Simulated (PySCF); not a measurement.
In(Br)(NH2)2 (BrH₄InN₂), SMILES [NH2][In]([NH2])[Br]. Atoms are numbered in the order given.

```xyz
8

In    -0.7019    -0.0358     0.0000
Br     1.8137     0.0105     0.0000
N     -1.5788     0.1604    -1.8324
H     -0.9920    -0.1626    -2.6012
H     -2.5000    -0.2652    -1.9307
N     -1.5788     0.1604     1.8324
H     -2.5000    -0.2652     1.9307
H     -0.9920    -0.1626     2.6012
```

Coordinates come from a B3LYP-D3(BJ)/def2-SVP optimisation. The def2 effective core potentials stand for the cores of In; spin–orbit coupling is left out. The values are those of a single conformer.

Method: PBE0/def2-TZVP in PySCF.

Symmetry labels are those of the subgroup Cs that the program uses (full group Cs).

**Question.** List the valence orbital energies around the gap with their symmetry. (The exact figures need the calculation; the answer reports its results.)

**Answer.** 
| orbital | symmetry | energy (eV) |
|---|---|---|
| HOMO−7 | A" | -13.29 |
| HOMO−6 | A' | -12.32 |
| HOMO−5 | A" | -10.18 |
| HOMO−4 | A' | -9.27 |
| HOMO−3 | A' | -8.28 |
| HOMO−2 | A" | -8.05 |
| HOMO−1 | A' | -7.79 |
| HOMO | A" | -7.37 |
| LUMO | A' | -1.65 |
| LUMO+1 | A' | -0.51 |
| LUMO+2 | A' | 0.45 |
| LUMO+3 | A" | 0.51 |
